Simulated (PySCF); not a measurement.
Species: C₇H₆FN.
Numbering: `[CH2:1]=[C:2]1/[C:3](=[CH:4]\[F:5])[CH2:6][C@@H:7]1[C:8]#[N:9]` (hydrogens: H10, H11 on C1; H12 on C4; H13, H14 on C6; H15 on C7)

Structure optimised with GFN2-xTB, isolated species.

(1) Give the optimised bond lengths and angles.

Answers

(1) 
```csv
bond,length (bohr)
C1=C2,2.498
C2–C3,2.758
C3=C4,2.502
C4–F5,2.538
C3–C6,2.849
C6–C7,2.937
C7–C8,2.712
C8≡N9,2.161
C2–C7,2.881
C1–H10,2.035
C1–H11,2.034
C4–H12,2.042
C6–H13,2.059
C6–H14,2.057
C7–H15,2.065
```

A selection of angles:
```csv
angle,degrees
C2–C1–H10,121.5
C2–C1–H11,121.0
H10–C1–H11,117.4
C1–C2–C3,135.4
C1–C2–C7,133.3
C3–C2–C7,91.3
C2–C3–C4,135.1
C2–C3–C6,92.3
C4–C3–C6,132.6
C3–C4–F5,122.0
C3–C4–H12,125.6
F5–C4–H12,112.4
C3–C6–C7,88.4
C3–C6–H13,114.4
C3–C6–H14,115.0
C7–C6–H13,114.2
C7–C6–H14,114.5
H13–C6–H14,109.3
C6–C7–C8,115.0
C6–C7–H15,114.7
C8–C7–H15,109.4
C2–C7–C6,88.0
C2–C7–C8,114.2
C2–C7–H15,114.2
C7–C8–N9,178.7
```

Torsions: C1–C2–C3–C4 2° (synperiplanar); C2–C3–C4–F5 0° (synperiplanar); C2–C3–C6–C7 -1° (synperiplanar); C3–C6–C7–C8 117° (anticlinal); C1–C2–C7–C6 178° (antiperiplanar).

The C–C distances run from 1.322 Å (C1=C2, drawn double) to 1.554 Å (C6–C7, drawn single), a spread of 0.232 Å. Of the pairs four or more bonds apart, C1···F5 is among the closest relative to their van der Waals radii: 3.31 Å, 104 % of the sum of Bondi's values. The 4-membered ring C2–C3–C6–C7 has internal angles of 88.0° to 92.3°; it is planar, 0.01 Å rms from its mean plane, widest ring torsion 1°.

Point group: C1 (no symmetry element, even within 0.4 Å). Stationary, but not proved a minimum.

The numbers are calculated, not measured.
